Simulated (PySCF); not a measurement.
C₂H₈ClNOSi. Atoms are numbered in the order given.

```xyz
14

Si     0.5727    -0.1888    -0.4572
O      1.7888     0.9377    -0.4309
Cl     0.7612    -1.5680     1.0975
N     -0.9505     0.5918    -0.2572
C     -1.1967     1.8730    -0.8980
C     -2.1429    -0.0378     0.2772
H      0.8045    -0.9354    -1.7125
H      1.8240     1.5106     0.3457
H     -1.8900     1.7856    -1.7583
H     -1.6478     2.5897    -0.1852
H     -0.2556     2.3102    -1.2617
H     -1.8925    -0.9835     0.7761
H     -2.6303     0.6171     1.0242
H     -2.8911    -0.2497    -0.5124
```

Geometry optimised at B3LYP-D3(BJ)/def2-SVP. The values are those of a single conformer.

Method: M06-2X/def2-TZVP in PySCF.

ESP charges are fitted to the potential on shells at 1.4 to 2.0 van der Waals radii. Atomic charges (e):

```csv
atom,ESP fit,Löwdin,Mulliken,IAO
Si1,0.33,-0.21,0.57,1.29
O2,-0.58,-0.12,-0.56,-0.81
Cl3,-0.18,0.19,[?],-0.36
N4,0.04,-0.03,[?],-0.55
C5,-0.36,-0.33,[?],-0.29
C6,-0.54,-0.34,[?],-0.29
H7,0.00,-0.04,[?],-0.17
H8,0.41,0.18,0.34,0.37
H9,0.13,0.11,0.14,0.12
H10,0.11,0.11,0.15,0.13
H11,0.14,0.12,0.16,0.15
H12,0.17,0.12,0.15,0.15
H13,0.16,0.11,0.14,0.13
H14,0.17,0.11,0.14,0.12
```

**Question.** Complete the blanks. (The exact figures need the calculation; the answer reports its results.)

**Answer.** 
- Cl3, Mulliken: -0.26
- N4, Mulliken: -0.25
- C5, Mulliken: -0.36
- C6, Mulliken: -0.34
- H7, Mulliken: -0.02

**Question.** Give the Mayer and Wiberg (Löwdin basis) orders of the bonds. (The exact figures need the calculation; the answer reports its results.)

**Answer.** 
| bond | Mayer | Wiberg |
|---|---|---|
| Si1–O2 | 1.18 | 1.66 |
| Si1–Cl3 | 1.13 | 1.73 |
| Si1–N4 | 1.19 | 1.33 |
| N4–C5 | 0.93 | 1.33 |
| N4–C6 | 0.93 | 1.34 |
| Si1–H7 | 0.96 | 0.92 |
| O2–H8 | 0.86 | 1.01 |
| C5–H9 | 0.96 | 0.92 |
| C5–H10 | 0.96 | 0.92 |
| C5–H11 | 0.97 | 0.91 |
| C6–H12 | 0.96 | 0.91 |
| C6–H13 | 0.96 | 0.92 |
| C6–H14 | 0.97 | 0.92 |
